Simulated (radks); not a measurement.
Problem. Ru, 44 electrons, occupied as [Kr] 4d5.5 5s1 5p1.5 (fractional occupations, a model configuration). All-electron calculation, Dirac Kohn-Sham, PBE, spin-unpolarised, spherical densities, point nucleus; open shells are shared between the two j in proportion to 2j + 1. Program: a radial shooting solver on a logarithmic mesh with Libxc functionals. Some entries of the table are withheld. Estimate them.

orbital  occ.  eigenvalue (Ry)  r(max) (bohr)
1s1/2       2        -1612.100        0.02171
2s1/2       2        -232.2342            (1)
2p1/2       2        -214.6234        0.09548
2p3/2       4        -205.0012        0.09947
3s1/2       2        -41.37104         0.3618
3p1/2       2        -34.54097            (2)
3p3/2       4        -32.90812            (3)
3d3/2       4        -20.82449         0.2995
3d5/2       6        -20.50633         0.3023
4s1/2       2         -6.15327         0.9134
4p1/2       2         -4.10876         0.9636
4p3/2       4         -3.85536         0.9879
4d3/2     2.2         -0.83333            (4)
4d5/2     3.3         -0.80584            (5)
5s1/2       1              (6)          2.540
5p1/2     0.5              (7)          3.228
5p3/2       1              (8)          3.336

Solution. 
(1) 2s1/2 r(max) (bohr): 0.1230
(2) 3p1/2 r(max) (bohr): 0.3486
(3) 3p3/2 r(max) (bohr): 0.3581
(4) 4d3/2 r(max) (bohr): 1.179
(5) 4d5/2 r(max) (bohr): 1.190
(6) 5s1/2 eigenvalue (Ry): -0.51693
(7) 5p1/2 eigenvalue (Ry): -0.20207
(8) 5p3/2 eigenvalue (Ry): -0.18747
